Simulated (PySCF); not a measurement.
Point-charge models of `C(N(C)C)C[SiH2]OC` against its computed dipole.

Coordinates (GFN2-xTB, Å) and charges (e) from the PBE0/pcSseg-1 density (PySCF):

| atom | x | y | z | Mulliken | IAO | Hirshfeld | ESP-fitted |
| --- | --- | --- | --- | --- | --- | --- | --- |
| C1 | 3.890 | -0.428 | 0.087 | -0.0030 | -0.1950 | -0.0363 | -0.0974 |
| O2 | 2.709 | -0.785 | 0.736 | -0.6402 | -0.6416 | -0.2355 | -0.4015 |
| Si3 | 1.169 | -0.775 | 0.198 | +0.8799 | +0.9932 | +0.3675 | +0.5912 |
| C4 | 0.596 | 0.976 | -0.299 | -0.5561 | -0.5720 | -0.1704 | -0.2591 |
| C5 | -0.797 | 0.874 | -0.906 | -0.0387 | -0.1400 | -0.0255 | -0.1493 |
| N6 | -1.573 | -0.119 | -0.180 | -0.6349 | -0.2400 | -0.0714 | +0.0017 |
| C7 | -2.061 | 0.390 | 1.082 | -0.0926 | -0.3029 | -0.0702 | -0.3497 |
| C8 | -2.653 | -0.670 | -0.968 | -0.0857 | -0.3030 | -0.0705 | -0.5219 |
| H9 | 4.046 | -1.044 | -0.803 | +0.0919 | +0.1247 | +0.0377 | +0.0837 |
| H10 | 3.876 | 0.623 | -0.213 | +0.0901 | +0.1226 | +0.0370 | +0.0667 |
| H11 | 4.717 | -0.588 | 0.780 | +0.1142 | +0.1500 | +0.0463 | +0.0953 |
| H12 | 0.562 | -1.296 | 1.411 | -0.1201 | -0.1396 | -0.0879 | -0.1585 |
| H13 | 1.025 | -1.639 | -0.981 | -0.1392 | -0.1704 | -0.0940 | -0.1406 |
| H14 | 1.268 | 1.441 | -1.022 | +0.1370 | +0.1433 | +0.0383 | +0.0904 |
| H15 | 0.587 | 1.632 | 0.573 | +0.1393 | +0.1399 | +0.0345 | +0.0864 |
| H16 | -0.702 | 0.522 | -1.935 | +0.1151 | +0.1347 | +0.0402 | +0.1114 |
| H17 | -1.306 | 1.854 | -0.931 | +0.0999 | +0.1046 | +0.0252 | +0.0731 |
| H18 | -2.531 | -0.423 | 1.635 | +0.1201 | +0.1462 | +0.0454 | +0.1339 |
| H19 | -2.797 | 1.200 | 0.954 | +0.0866 | +0.1066 | +0.0282 | +0.1142 |
| H20 | -1.227 | 0.765 | 1.669 | +0.1208 | +0.1431 | +0.0438 | +0.1380 |
| H21 | -2.247 | -1.118 | -1.873 | +0.1178 | +0.1445 | +0.0442 | +0.1611 |
| H22 | -3.150 | -1.450 | -0.391 | +0.1149 | +0.1453 | +0.0455 | +0.1760 |
| H23 | -3.405 | 0.084 | -1.254 | +0.0829 | +0.1060 | +0.0280 | +0.1548 |

**Question.** Form Σ q r in debye for every column and set it beside the full dipole.

**Answer.** The full density gives (-0.82, 1.34, -1.29) D, 2.03 D in size; dipole vectors point from the negative to the positive end.

| scheme | μx | μy | μz | size (D) | share of the full size (%) | angle to the full dipole (°) |
| --- | --- | --- | --- | --- | --- | --- |
| Mulliken | -0.53 | 0.69 | -1.44 | 1.69 | 83 | 20 |
| IAO | -1.34 | 0.38 | -1.59 | 2.12 | 104 | 32 |
| Hirshfeld | -0.94 | 0.45 | -0.68 | 1.24 | 61 | 27 |
| ESP-fitted | -0.84 | 1.40 | -1.32 | 2.09 | 103 | 1 |

**Question.** Which set comes closest?

**Answer.** Length of the difference vector: ESP-fitted 0.06 D, Mulliken 0.73 D, Hirshfeld 1.09 D, IAO 1.13 D. Closest: ESP-fitted. 

**Question.** What is left for the Hirshfeld atoms' own dipoles?

**Answer.** The shares of the density sum to the whole, so what Σ q r misses lies in dipoles about the nuclei. The atomic dipoles sum to (-0.82, 1.34, -1.29) − (-0.94, 0.45, -0.68) = (0.12, 0.89, -0.61) D, 1.09 D in size.

**Question.** With the origin at the mean of the coordinates, (0.000, 0.001, -0.114) Å, which are the largest single terms, by size, of the Mulliken dipole along the direction of the full one?

**Answer.** O2 +6.60, Si3 -4.99, N6 -1.82, H11 -1.57, C4 -1.39 D; all 23 atoms together +1.58 D. The single terms depend on the origin, their sum doesn't.

**Question.** Give the size of the full dipole in other units.

**Answer.** 2.03 D = 0.800 au = 0.423 e·Å = 6.78 × 10⁻³⁰ C·m.

Geometry: GFN2-xTB, one conformer, isolated molecule.

Shape of the structure used: `[CH3:1][O:2][SiH2:3][CH2:4][CH2:5][N:6]([CH3:7])[CH3:8]`: C1–O2–Si3–C4 -61°, O2–Si3–C4–C5 175°, Si3–C4–C5–N6 38°, C4–C5–N6–C7 78°.
